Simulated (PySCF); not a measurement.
**Steps of a relaxation of [Tm(BH4)2]+**

[Tm(BH4)2]+ (singlet in the valence; each metal's 4f electrons, 12 of them, lie in its core potential, out of spins and levels). PySCF 2.14.0, RKS PBE0, Tm lcecp-1-SVP with ECP58, B def2-SVP, H def2-SVP; non-relativistic Hamiltonian with scalar-relativistic core potentials where named; density fitting; no spin-orbit coupling. Origin of the start: template. Columns: position (Å) and force (eV/Å). Energies are counted from the last step; some of the 13 steps are shown. Forces carry noise of the integration grid, about 0.01 to 0.03 eV/Å.

Run from Python with OMP_NUM_THREADS=2. Where DIIS fails, smearing, a level shift and second-order steps follow.
It took 39 s on 2 threads of Arm Neoverse V2, on a shared host, from the converged density of the start.

```xyz
11
step 0  E = 0.493 eV
Tm    0.0000    0.0000   -0.1497     0.00    0.00    1.68
B     2.2156    0.0000    0.8418     0.09   -0.05   -0.06
H     3.3109    0.0000    1.3320     0.00    0.01    0.06
H     1.4954   -0.8335    1.4327    -0.67   -0.05   -0.25
H     2.3010   -0.3051   -0.3674    -0.53   -0.01   -0.30
H     1.7113    1.1386    0.9504    -0.66    0.08   -0.28
B    -2.2156    0.0000    0.8418    -0.09    0.05   -0.06
H    -3.3109    0.0000    1.3320     0.00   -0.01    0.06
H    -1.4954    0.8335    1.4327     0.67    0.05   -0.25
H    -2.3010    0.3051   -0.3674     0.53    0.01   -0.30
H    -1.7113   -1.1386    0.9504     0.66   -0.08   -0.28
```

```xyz
11
step 4  E = 0.035 eV
Tm    0.0000    0.0000   -0.0834     0.00    0.00   -0.24
B     2.1374   -0.0065    0.8569    -0.03    0.01    0.05
H     3.2105    0.0039    1.3850     0.00    0.00    0.02
H     1.3111   -0.8292    1.3727     0.02    0.03   -0.02
H     2.1377   -0.2911   -0.3759     0.03    0.00    0.05
H     1.5191    1.1071    0.9177     0.00   -0.04    0.02
B    -2.1374    0.0065    0.8570     0.03   -0.01    0.05
H    -3.2106   -0.0039    1.3849     0.00    0.00    0.02
H    -1.3111    0.8292    1.3727    -0.02   -0.03   -0.02
H    -2.1376    0.2910   -0.3758    -0.03    0.00    0.05
H    -1.5191   -1.1071    0.9177     0.00    0.04    0.02
```

```xyz
11
step 8  E = 0.005 eV
Tm    0.0003   -0.0001   -0.2591    -0.01    0.00    0.14
B     2.0461   -0.0235    0.8803    -0.10   -0.09   -0.07
H     3.0483   -0.0263    1.5405    -0.07   -0.02   -0.06
H     1.2088   -0.9342    1.1956     0.06    0.01    0.03
H     2.1924   -0.1637   -0.3688    -0.01    0.01    0.03
H     1.3616    1.0375    0.9973    -0.06    0.08    0.00
B    -2.0461    0.0235    0.8800     0.09    0.09   -0.07
H    -3.0479    0.0262    1.5409     0.07    0.02   -0.06
H    -1.2088    0.9343    1.1951    -0.06   -0.01    0.03
H    -2.1934    0.1638   -0.3691     0.02   -0.01    0.03
H    -1.3615   -1.0375    0.9969     0.06   -0.08    0.00
```

Task: Where does the relaxation end?

Result: It converges at step 12 in C2:
```xyz
11
step 12  E = 0
Tm    0.0001   -0.0001   -0.2675
B     2.0240   -0.0254    0.8795
H     3.0228   -0.0299    1.5386
H     1.1981   -0.9376    1.1990
H     2.1827   -0.1618   -0.3651
H     1.3390    1.0406    0.9968
B    -2.0240    0.0254    0.8794
H    -3.0226    0.0299    1.5388
H    -1.1980    0.9376    1.1988
H    -2.1829    0.1619   -0.3652
H    -1.3390   -1.0407    0.9966
```

Task: How did the contacts change?

Result: 
| contact | start (Å) | end (Å) |
| --- | --- | --- |
| Tm1–H4 (BH4) | 2.331 | 2.113 |
| Tm1–H9 (BH4) | 2.331 | 2.113 |


A frequency check found unstable modes (1, the lowest at -45 cm⁻¹), so the relaxed geometry is probably a saddle point. An lcecp potential fixes the number of 4f electrons, so in runs with it no electron can move into or out of that shell.
